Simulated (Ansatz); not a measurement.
Basis-set series for CH₃IOZn (`O[CH2][Zn][I]`). Charge 0, multiplicity 1. I: def2 effective core potential. Geometry: relaxed with PBE0-D4/def2-TZVP. It is one conformer, not always the lowest.

```
functional       basis  functions  energy (Eh)  HOMO (eV)  LUMO (eV)
   PBE0-D4  def2-TZVPP        218  -2191.96609      -7.00      -0.85
   PBE0-D4  def2-QZVPP        386  -2192.01741      -7.03      -0.94
   ωB97M-V  def2-TZVPP        218  -2192.16583      -9.18       0.60
   ωB97M-V  def2-QZVPP        386  -2192.21564      -9.21       0.30
```

**Question.** Give the rows for def2-SVP. (Best estimate.)

**Answer.** Ansatz gave: 
| functional | basis | functions | energy (Eh) | HOMO (eV) | LUMO (eV) |
| --- | --- | --- | --- | --- | --- |
| PBE0-D4 | def2-SVP | 100 | -2191.56020 | -6.77 | -0.69 |
| ωB97M-V | def2-SVP | 100 | -2191.75551 | -8.94 | 0.84 |

Positive LUMOs are unbound and depend on the basis. Scalar relativity is left out up to krypton.
